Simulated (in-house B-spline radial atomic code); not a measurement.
## RPA and G0W0 on CAM-B3LYP: the krypton ion Kr⁷⁺

Configuration [Ar] 3d10 4s1, highest spin, mean-field start CAM-B3LYP. Computed with a B-spline radial code for spherical atoms: all electrons, non-relativistic, point nucleus, each spin shell either full or empty, empty states to l = 9 with an (l + 1/2)⁻⁴ tail; G0W0 by contour deformation at full frequency.

Command:
```bash
python run_gw.py task.json out
```
Settings (radii: box in bohr, nucleus in fm):
```
Z                        36
electrons                29
configuration            [Ar] 3d10 4s1
hamiltonian              nr
method                   camb3lyp
lmax                     9
spin_polarised           True
box_radius               8.41
intervals                50
ion_configuration        [Ar] 3d10
```

Run time, properties included: 5.1 s on 1 thread of Arm Neoverse N1, with other jobs on the host.

Energies (hartree):

```json
{"term": "mean-field total", "value": "-2740.16467"}
{"term": "Hartree-Fock functional on these orbitals", "value": "-2738.57250"}
{"term": "direct second order", "value": "-2.3969"}
{"term": "second-order exchange", "value": "0.70308"}
{"term": "SOSEX correction", "value": "0.65842"}
```

Task: What is the RPA correlation energy, and what remains with SOSEX?

Result: RPA gives -2.1429 hartree (-2.01 eV per electron); RPA + SOSEX gives -1.4845, and the second-order doubles -1.6938 hartree (no singles). SOSEX takes back 31 % of the RPA value.

Quasi-particle levels (eV):

| level | occupied | mean field | Σx - vxc | Σc | QP weight | G0W0 |
| --- | --- | --- | --- | --- | --- | --- |
| 4s up | yes | -121.13 | -1.97 | ? | ? | ? |
| 3d down | yes | -201.60 | -14.64 | 2.64 | 0.966 | -213.61 |
| 3d up | yes | -201.92 | -14.67 | 2.62 | 0.953 | -213.97 |
| 3p down | yes | -313.89 | -24.37 | 7.38 | 0.912 | -330.89 |
| 4s down | no | -112.57 | 7.46 | -2.55 | 0.971 | -107.66 |

G0W0 = mean field + (Σx - vxc) + Σc, with Σc (partial-wave tail included) taken at the quasi-particle energy. Only the outer levels were computed.

Task: Where does G0W0 put 4s up?

Result: At -124.96 eV, with Σc = -1.87 eV and a quasi-particle weight of 0.981. The tabulated removal energy is 125.802 ± 0.003 eV (NIST, measured); the calculation leaves out relativity, Breit and QED terms, and what these don't explain is the method's own error.

Task: What does it cost to remove one electron (to [Ar] 3d10) by differences of total energies, each species on its own start (correlation terms add to the Hartree-Fock functional)?

Result: CAM-B3LYP 125.47 eV, Hartree-Fock functional 122.77 eV, + RPA 124.52 eV, + RPA + SOSEX 123.82 eV, + second order 124.16 eV. Tabulated: 125.802 ± 0.003 eV (NIST, measured); the calculation leaves out relativity, Breit and QED terms, and what these don't explain is the method's own error.
